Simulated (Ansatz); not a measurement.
Relaxation of a periodic cell of 33 atoms, H$_{20}$SO$_{12}$ (contents 10 H2O + 1 SO2, density as packed 0.83 g/cm³ with natural masses), to a largest force component of 0.3 eV/Å in at most 15 steps.

Theory: DFT PBE-D3(BJ), scalar-relativistic, plane waves, PAW in Ansatz 0.2.0. Settings: accuracy low, cutoff 420 eV, k mesh 1x1x1, fermi-dirac smearing 0.02 eV, no spin polarisation.

```xyz
33
Lattice="7.8633 0.0000 0.0000 0.0000 7.8633 0.0000 0.0000 0.0000 7.8633" Properties=species:S:1:pos:R:3
O 0.082 2.805 1.694
H -0.381 3.276 0.985
H 0.757 2.288 1.230
O 1.547 4.846 0.439
H 1.102 5.608 0.040
H 1.731 4.263 -0.313
O 7.043 0.913 4.324
H 7.137 1.599 3.647
H 7.072 0.084 3.824
O 3.143 8.060 0.844
H 3.534 7.174 0.856
H 2.369 7.982 1.421
O 5.065 2.663 5.345
H 4.681 3.493 5.663
H 5.855 2.941 4.859
O 4.622 5.560 5.162
H 5.212 5.659 4.400
H 5.099 5.994 5.885
O 5.570 0.357 7.928
H 6.174 0.986 8.351
H 5.364 0.766 7.075
O 1.879 6.081 4.582
H 1.758 6.322 3.652
H 2.067 5.131 4.555
O 4.199 4.178 -0.029
H 4.391 4.404 0.893
H 4.897 3.551 -0.267
O 2.755 1.170 5.498
H 2.377 1.994 5.839
H 2.996 1.383 4.584
S 7.384 4.356 5.978
O 7.692 4.966 4.669
O 7.443 2.888 6.135
```

Task: Where does it end, and by what steps?

Result: The run ended unconverged. Limits of this set-up: coarse k mesh, low accuracy level. After 14 steps the energy has fallen by 5.103 eV; O22 moved furthest, 1.51 Å.

| step | energy less start (eV) | largest force component (eV/Å) | accepted |
| --- | --- | --- | --- |
| 0 | 0.0000 | 1.171 | yes |
| 1 | -0.9424 | 1.527 | yes |
| 2 | -1.4624 | 2.333 | yes |
| 3 | -2.1005 | 1.236 | yes |
| 4 | -2.5226 | 1.404 | yes |
| 5 | -2.9411 | 1.186 | yes |
| 6 | -3.2761 | 1.659 | yes |
| 7 | -3.5686 | 1.552 | yes |
| 8 | -3.8990 | 1.304 | yes |
| 9 | -4.1487 | 1.143 | yes |
| 10 | -4.3742 | 1.246 | yes |
| 11 | -4.5639 | 1.064 | yes |
| 12 | -4.7341 | 1.655 | yes |
| 13 | -4.9324 | 1.175 | yes |
| 14 | -5.1030 | 0.694 | yes |

```xyz
33
Lattice="7.8633 0.0000 0.0000 0.0000 7.8633 0.0000 0.0000 0.0000 7.8633" Properties=species:S:1:pos:R:3
O -0.086 1.521 1.401
H 0.081 2.391 0.990
H 0.761 1.025 1.261
O 1.485 5.521 -0.044
H 1.765 6.462 0.153
H 2.320 4.993 -0.087
O 6.977 1.025 4.064
H 7.231 1.286 3.139
H 7.838 0.991 4.542
O 2.311 7.857 1.043
H 3.167 8.252 0.752
H 2.505 7.399 1.899
O 4.894 2.324 5.374
H 4.935 3.293 5.194
H 5.657 1.919 4.879
O 4.603 5.227 5.038
H 5.308 5.870 4.772
H 4.466 5.406 6.001
O 4.966 1.126 7.992
H 5.881 1.090 8.369
H 5.123 1.388 7.044
O 2.492 6.140 3.204
H 1.617 5.962 3.603
H 3.113 5.887 3.943
O 3.962 4.198 -0.048
H 4.195 4.131 0.893
H 4.198 3.316 -0.412
O 2.062 1.181 5.485
H 1.651 1.971 5.888
H 2.963 1.486 5.240
S 7.782 4.650 6.393
O 8.146 5.155 5.068
O 8.240 3.295 6.720
```

The run took 29 s on 1 thread of AMD EPYC 9R14 (Zen 4) (shared host), peak memory 0.6 GiB.
